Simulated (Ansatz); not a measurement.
Ideal-gas functions of BrFSn (`[F][Sn][Br]`) at 400 K and 1 bar, from an Ansatz frequency run at PBE0-D4/def2-TZVP.

Molar mass 217.61 g/mol, point group Cs (symmetry number 1), electronic degeneracy 1, moments of inertia 57.481, 336.006, 393.487 u Å². Harmonic wavenumbers (cm⁻¹, unscaled): 138, 248, 592.

Use S(trans) = R[1.5 ln M + 2.5 ln T − 1.1517]; rotational temperatures θ = 24.2544 K / I; S(rot) = R[ln(√π/σ · √(T³/θAθBθC)) + 1.5]; for each mode x = 1.438777 ν̃/T, S = R[x/(eˣ − 1) − ln(1 − e⁻ˣ)] and H = RT x/(eˣ − 1); 1 cm⁻¹ = 0.0119627 kJ/mol; R = 8.31446 J/(mol·K).

Q: By hand: the entropy, in J/(mol·K).

A: Translation 182.1. Rotation: θ = 0.422, 0.0722, 0.0616 K, giving 118.1. Vibration, mode by mode: 14.22, 9.53, 3.44, in all 27.2. Electronic 0.0. Sum 327.4 J/(mol·K).

Q: By hand: H − E and G − E in kJ/mol, counted from the electronic energy.

A: Zero-point energy ½ × 978 × 0.0119627 = 5.8; thermal vibration 5.6; translation, rotation and pV give 4 RT = 13.3. H − E = 24.7 kJ/mol, and G − E = 24.7 − 400 × 327.4/1000 = -106.3 kJ/mol.

Vibration gives 8 % of the entropy, 14.2 J/(mol·K) of it from the mode under 150 cm⁻¹: soft modes count most, and the harmonic formula is weakest for them.
